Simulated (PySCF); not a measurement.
Structure problem from calculated spectra and properties.

Formula: C7H9N.

* 13C NMR: chemical shifts (computed TMS as zero) by class: 155.4 (1 C), 153.2 (1 C), 145.5 (1 C), 140.9 (1 C), 128.3 (1 C), 32.1 (1 C), 22.5 (1 C) ppm [GIAO PBE0/pcSseg-1]
* Rotational structure: rotational constants A, B, C: 4.684, 1.521, 1.265 GHz [GFN2-xTB]
* 1H NMR: chemical shifts (computed TMS as zero) by class: 8.85 (1 H), 8.83 (1 H), 7.72 (1 H), 7.37 (1 H), 2.63 (2 H), 1.22 (3 H) ppm [GIAO PBE0/pcSseg-1]
* NMR, other nuclei: isotropic shieldings of nuclei other than C and H, by class: -95 (1 N) ppm [GIAO PBE0/pcSseg-1]
* Dipole: 2.48 D [PBE0/pcSseg-1]

Gas-phase values; electronic properties from PySCF, density fitting. Levels stand in brackets. One conformer (not necessarily the lowest) at the GFN2-xTB geometry, without solvent, vibrations or thermal averaging. NMR values are class means; diastereotopic atoms form classes of their own.

Q: What is the compound? Reason from the data.

A: Numbering: `[CH3:1][CH2:2][c:3]1[cH:4][cH:5][cH:6][n:7][cH:8]1`. Its formula, C7H9N, gives 4 degrees of unsaturation: 1 ring and 3 π bonds in the structure found (Kekulé form). 7 carbons fall into 7 classes; from least to most shielded: aromatic CH next to a ring nitrogen [C8] (155.4 ppm), aromatic CH next to a ring nitrogen [C6] (153.2 ppm), substituted aromatic carbon [C3] (145.5 ppm), aromatic CH carbon [C4] (140.9 ppm), aromatic CH carbon [C5] (128.3 ppm), benzylic-type carbon [C2] (32.1 ppm), methyl carbon [C1] (22.5 ppm). Hydrogen classes from least to most shielded: 1 H on an aromatic CH next to a ring nitrogen, C8 (8.85 ppm), 1 H on an aromatic CH next to a ring nitrogen, C6 (8.83 ppm), 1 H on an aromatic CH carbon, C4 (7.72 ppm), 1 H on an aromatic CH carbon, C5 (7.37 ppm), 2 H on a benzylic-type carbon, C2 (2.63 ppm), 3 H on a methyl carbon, C1 (1.22 ppm). The other shieldings belong to: -95 ppm, pyridine-type nitrogen [N7]. The optimised geometry has point group C1 and is an asymmetric top. Structure: `CCc1cccnc1`. Computed isomers that give other values at the same levels: `CCc1ccccn1` (13C chemical shifts (computed TMS as zero) by class: 171.1 (1 C), 155.5 (1 C), 142.2 (1 C), 126.7 (1 C), 125.4 (1 C), 37.9 (1 C), 20.3 (1 C) ppm). The assignments are read from this structure; whether some other isomer fits the data as well wasn't checked.

The values belong to the conformer `[CH3:1][CH2:2][c:3]1[cH:4][cH:5][cH:6][n:7][cH:8]1`: C1–C2–C3–C4 -89°.
